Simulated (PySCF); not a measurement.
Sb(F)2(TeH) (F2HSbTe), SMILES [F][Sb]([F])[TeH]. Geometry optimised at B3LYP-D3(BJ)/def2-SVP. The def2 effective core potentials stand for the cores of Sb, Te; spin–orbit coupling is left out.

Computed equilibrium geometry at B3LYP-D3(BJ)/def2-SVP (PySCF confirms it by a frequency run) as a Z-matrix, and its point group:
point group Cs.
```
Sb
F 1 1.9410
F 1 1.9410 2 92.52
Te 1 2.7918 2 97.19 3 -97.58
H 4 1.6753 1 87.59 2 -133.26
```
